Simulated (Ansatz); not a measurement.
Calculated with Ansatz (gas phase, PBE0-D4/def2-TZVP geometries, no zero-point term in ΔE). CCSD(T)/CBS adds triple-zeta CCSD(T) − MP2 to the extrapolated MP2 energy (def2 sets, frozen cores). This one scheme is used for every species, atoms too. For atomizations the MP2-based limit and the directly extrapolated one differ by several kJ/mol either way, and by 10 to 25 for some Ge, Se and Sn compounds, so smaller differences from it don't rank the levels. DFT in def2-TZVPP. Open shells (•) are unrestricted, without spin–orbit coupling. Spin–orbit coupling would lower the free atoms: a little for C, Si; clearly for Se. For Se outer-core shells are correlated without core-valence functions, so the limit isn't a true one: a few kJ/mol of doubt a bond, and 10 to 20 or more in all where bonds break to atoms. Scalar relativity is left out up to krypton.

Reaction (atomization): `CC([SiH3])=[Se]` → 2 C• + 6 H• + Se• + Si•

`CC([SiH3])=[Se]`:

Cartesian coordinates in Å:
```
C 0.671 -1.015 -0.781
C 0.141 0.360 -0.572
Si -0.711 0.741 1.064
Se 0.282 1.632 -1.786
H 1.145 -1.130 -1.756
H -0.139 -1.748 -0.682
H 1.395 -1.261 0.006
H -1.180 2.142 1.105
H 0.252 0.479 2.171
H -1.855 -0.199 1.231
```

| level | ΔE (kcal/mol) |
| --- | --- |
| BLYP-D4 | 814.0 |
| r2SCAN0-D4 | 806.9 |
| ωB97X-V | 817.2 |
| ωB97M-V | 814.3 |
| BHLYP | 788.6 |
| LC-ωPBE | 803.1 |
| CCSD/def2-SVP | 762.1 |
| HF/def2-TZVPP | 594.8 |

(1) What does CCSD(T)/CBS give? (Best estimate.)

Largest T1 diagnostic among the species: 0.015.

## Answers

(1) The calculation gave: +818.5 kcal/mol. The listed levels differ from it by -4.5, -11.6, -1.3, -4.2, -29.9, -15.4, -56.4, -223.7 kcal/mol.

From PBE to PBE0 (25 % exact exchange), in def2-TZVPP and without D4, ΔE moves by −11.3 kcal/mol: exact exchange takes away binding that semilocal exchange gives to molecules. At CCSD(T), def2-SVP lies −46.0 kcal/mol from the extrapolated value and def2-TZVPP −21.5 kcal/mol: correlation converges slowly with the basis, and small sets miss more of it in the bonded molecule than in its fragments. Leaving LDA and LC-ωPBE aside and taking each functional with its dispersion term where it has one, the values, not all of them listed here, spread over 32.0 kcal/mol, from BHLYP-D4 to PBE-D4. LDA lies +104.3 kcal/mol from PBE without D4, its usual overbinding.
